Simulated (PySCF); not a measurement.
**UHF on Nb (niobium, neutral)**

Configuration: [Kr] 4d4 5p1, one real determinant (an excited configuration). All numbers are calculated (PySCF 2.14, a scalar-relativistic core potential, in aug-cc-pVTZ-PP with ECP28MDF).

- Total energy: -56.050989 hartree
- One-electron energy: -95.4191 hartree
- Hartree (Coulomb) energy: 45.7391 hartree
- Exchange energy: -6.3710 hartree
- ⟨S²⟩: 8.7540
- ⟨L²⟩: 8.027
- Sum of ⟨r⟩: 24.12 bohr
- Sum of ⟨r²⟩: 70.88 bohr²
- Traceless quadrupole moment −½Σ⟨3z² − r²⟩ along its main axis: -12.6 e·bohr²

```
shell  electrons  mean orbital energy (eV)  spread (eV)  rms radius, mean of both spins (bohr)
 4s α          1                   -75.653            0                                   1.25
 4s β          1                   -71.189            0                                   1.25
 4p α          3                   -47.482        0.822                                   1.41
 4p β          3                   -41.319        1.072                                   1.41
 4d α          4                    -9.336        0.711                                   2.27
 5p α          1                    -3.372            0                                   5.93
```

⟨L²⟩ = 8.03 against 12 for a pure F term, so this real determinant mixes terms. Energies and moments cover only the electrons outside the core potential.
